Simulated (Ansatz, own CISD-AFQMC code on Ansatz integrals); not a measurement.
Constitutional and geometric isomers with formula H5BSi2. All species are isolated molecules in the gas phase. One relaxed conformer stands for each flexible species; it need not be the lowest. Strings in code marks are SMILES.

Quantity: electronic energy of isomers of H5BSi2 relative to `B[SiH]=[SiH2]`, in kcal/mol. The DFT solution of `[SiH2]=B[SiH3]` is unstable or spin-contaminated; the geometry comes from it. The restricted reference of `[SiH2]=B[SiH3]`, `[H]/B=[SiH]\[SiH3]` and `B[SiH]=[SiH2]` is unstable towards unrestricted orbitals. AFQMC values (own CISD-AFQMC code on Ansatz (a program for electronic structure) integrals) carry a statistical error of up to ±0.34 kcal/mol (one standard error) and the bias of the phaseless constraint.

Level 1: frozen-core CCSD(T)/cc-pVQZ // PBE0-D3(BJ)/def2-TZVP (Ansatz)
Level 2: frozen-core phaseless AFQMC with a CISD trial state/cc-pVDZ // PBE0-D3(BJ)/def2-TZVP (own CISD-AFQMC code on Ansatz integrals)
Level 3: frozen-core CCSDT(Q)/cc-pVDZ // PBE0-D3(BJ)/def2-TZVP (Ansatz)
Level 4: frozen-core CCSD(T)/cc-pVDZ // PBE0-D3(BJ)/def2-TZVP (Ansatz)

```tsv
species	level 2	level 3	level 4
`[SiH2]=B[SiH3]`	19.8	19.9	19.7
`[H]/B=[SiH]\[SiH3]`	16.4	15.9	15.8
```

### Question
What does level 1 give for each?

### Answer

- `[SiH2]=B[SiH3]`: 19.9
- `[H]/B=[SiH]\[SiH3]`: 15.1
